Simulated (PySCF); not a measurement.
Cartesian coordinates (Å):
```xyz
9

Mo     0.0008     0.0433    -0.0107
O     -0.2443    -1.3682    -0.9423
O     -0.0979    -0.1697     1.6821
N     -1.3713     1.3281    -0.5189
H     -1.7463     2.0504     0.1053
H     -1.8345     1.3504    -1.4336
N      1.7864     0.7055    -0.4159
H      2.3667     1.2423     0.2374
H      2.2807     0.5335    -1.2978
```
Charge 0, multiplicity 1.

What total energy, LUMO and HOMO does TPSSh-D3(BJ)/def2-TZVP // BP86-D3(BJ)/def2-SVP (PySCF) give?


The total energy is -330.8364 Ha and the LUMO comes out as -2.42 eV. The HOMO is -6.91 eV.
